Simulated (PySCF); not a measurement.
# Radial density of In+ (indium, charge +1)

BP86, [Kr] 4d10 5s2, closed-shell 1S. Computed with PySCF 2.14 in x2c-SVPall, with the spin-free X2C one-electron Hamiltonian (Gaussian nucleus).

```json
{"r (bohr)": "0.0236", "4πr²ρ (e/bohr)": "62.58"}
{"r (bohr)": "0.0397", "4πr²ρ (e/bohr)": "53.78"}
{"r (bohr)": "0.0667", "4πr²ρ (e/bohr)": "70.00"}
{"r (bohr)": "0.112", "4πr²ρ (e/bohr)": "75.07"}
{"r (bohr)": "0.189", "4πr²ρ (e/bohr)": "54.96"}
{"r (bohr)": "0.317", "4πr²ρ (e/bohr)": "61.21"}
{"r (bohr)": "0.534", "4πr²ρ (e/bohr)": "20.21"}
{"r (bohr)": "0.898", "4πr²ρ (e/bohr)": "21.11"}
{"r (bohr)": "1.51", "4πr²ρ (e/bohr)": "6.901"}
{"r (bohr)": "2.54", "4πr²ρ (e/bohr)": "1.480"}
{"r (bohr)": "4.27", "4πr²ρ (e/bohr)": "0.1256"}
{"r (bohr)": "7.19", "4πr²ρ (e/bohr)": "0.0002857"}
```

Densities and radii are taken from the X2C orbitals without a picture-change correction, which distorts them close to the nucleus.
